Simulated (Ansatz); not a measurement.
`C[NH][InH2]` → `[InH2]`• + `C[NH]`•  (homolysis of the In–N bond)

Isolated molecules relaxed with PBE0-D4/def2-TZVP in Ansatz; ΔE leaves out vibrations. CCSD(T)/CBS adds triple-zeta CCSD(T) − MP2 to the extrapolated MP2 energy (def2 sets, frozen cores). DFT in def2-TZVPP. B3LYP here is the variant with VWN-RPA as its local correlation; programs differ in this. HSE06 is defined as in plane-wave codes. Open shells (•) are unrestricted, without spin–orbit coupling. def2 core potentials past Kr. For In outer-core shells are correlated without core-valence functions, which leaves a few kJ/mol of doubt a bond.

`C[NH][InH2]`:

```xyz
9

C    -0.977    0.854   -0.322
N    -0.325   -0.431   -0.258
In    1.456   -0.877    0.564
H    -0.355    1.615    0.158
H    -1.947    0.862    0.193
H    -1.152    1.189   -1.354
H    -0.866   -1.163   -0.691
H     1.914   -2.521    0.453
H     2.252    0.472    1.258
```

`[InH2]`•:

```xyz
3

In    0.407   -0.363   -0.201
H    -0.736    0.371   -1.318
H     0.329   -0.009    1.519
```

`C[NH]`•:

```xyz
6

C     0.146   -0.204   -0.270
N    -0.681    0.858    0.213
H     1.195   -0.067    0.035
H     0.106   -0.261   -1.359
H    -0.159   -1.177    0.145
H    -0.608    0.851    1.235
```

```tsv
level	ΔE (eV)	difference from CCSD(T)/CBS
PBE-D4	3.10	-0.29
B97M-V	3.08	-0.31
B3LYP-D4	2.96	-0.43
r2SCAN0-D4	2.87	-0.52
HSE06-D4	3.03	-0.36
PBE-QIDH	3.19	-0.20
PBE	3.03	-0.36
r2SCAN	2.92	-0.47
CAM-B3LYP	3.02	-0.37
RPA@PBE/def2-TZVPP	3.06	-0.33
MP2/def2-SVP	3.29	-0.10
HF/def2-TZVPP	1.81	-1.58
SCS-MP2/def2-TZVPP	3.38	-0.01
CCSD/def2-TZVPP	3.07	-0.32
CCSD(T)/def2-TZVPP	3.21	-0.18
CCSD/CBS(def2)	3.25	-0.14
CCSD(T)/CBS	3.39	0
```

Largest T1 diagnostic among the species: 0.018.

The D4 term adds +0.11 eV with B3LYP and +0.06 eV with PBE0; it sums over pairs of atoms, weighted by their polarisabilities, and B3LYP, whose exchange is more repulsive, gets the larger term. From PBE to PBE0 (25 % exact exchange), in def2-TZVPP and without D4, ΔE moves by −0.05 eV: exact exchange takes away binding that semilocal exchange gives to molecules.
